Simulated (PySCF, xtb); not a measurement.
3,6-dihydro-2H-pyran (C5H8O), SMILES C1=CCOCC1.

GFN2-xTB run with xtb at its own geometry gives an orbital gap of 5.06 eV and a dipole moment of 1.48 D.

Geometry optimised at B3LYP-D3(BJ)/def2-SVP. Other conformers were not sampled.

Q: What does PBE/def2-TZVP in PySCF give? (Estimate from the structure and the level; the computed values follow.)

A: gap 5.09 eV (levels -5.73 and -0.64 eV), dipole 1.09 D.
